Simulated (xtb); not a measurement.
Ge(OMe)(SiH3) (CH6GeOSi), SMILES [SiH3][Ge][O]C (connectivity only; charge and spin as stated), neutral, multiplicity 1. All values are semi-empirical tight-binding results from xtb (GFN2-xTB unless named), good for trends rather than for accurate numbers. Coordinates come from a GFN2-xTB optimisation. The structure was generated by enumeration; whether it is a known compound was not checked. The values are those of a single conformer.

Optimised geometry:

Bonds (Å): Ge1–O2 1.764, Ge1–Si7 2.466, O2–C3 1.404, C3–H4 1.094, C3–H5 1.093, C3–H6 1.093, Si7–H8 1.476, Si7–H9 1.476, Si7–H10 1.471. Bond angles (°): O2–Ge1–Si7 100.2, Ge1–O2–C3 138.1, O2–C3–H4 111.8, O2–C3–H5 109.0, O2–C3–H6 109.0, H4–C3–H5 109.1, H4–C3–H6 109.1, H5–C3–H6 108.7, Ge1–Si7–H8 115.4, Ge1–Si7–H9 115.0, Ge1–Si7–H10 112.8, H8–Si7–H9 103.8, H8–Si7–H10 104.2, H9–Si7–H10 104.2.

For metal compounds this method's bond lengths and energies can be far off.

| Property | Result |
|---|---|
| point group as xtb finds it | Cs |
| orbital gap | 2.05 eV |
| zero-point energy | 39.3 kcal/mol |
| G − E(el) at 298.15 K (modified RRHO) | 18.7 kcal/mol |

Computed atomic charges and the Wiberg bond orders between heavy atoms:
charges (e) Ge1 0.24, O2 -0.38, C3 0.05, H4 0.03, H5 0.04, H6 0.04, Si7 0.35, H8 -0.12, H9 -0.12, H10 -0.13. Bond orders Ge1–O2 1.27, O2–C3 0.98, Ge1–Si7 0.94.
